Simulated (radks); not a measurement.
The numbers below are computed, except where a source is named.
Spherical jellium clusters: N electrons in a uniform positive sphere of charge N and radius rs N^(1/3), rs = 3.38 bohr. Level of theory: non-relativistic Kohn-Sham, exchange-only LDA, spin-polarised, spherical densities (a radial shooting solver with Libxc functionals). Levels are named by radial order and angular momentum (1s, 1p, 1d, 2s, ...), and open shells are averaged over m.

N = 3, configuration 1s2 1p(up 1, down 0). This is the lowest configuration that the search found. Occupied and some empty levels:

level    occupation  eigenvalue (eV)  <r> (bohr)
1s up             1          -4.0113       3.874
1s down           1          -3.4137       3.701
1p up             1          -1.7302       5.520
1p down           0         -0.95453       5.627
2s up             0         -0.36886       10.37

Energy (eV): total -1.65009, kinetic 6.1966, external -54.960, Hartree 25.472, exchange-correlation -8.5016, background 30.143.
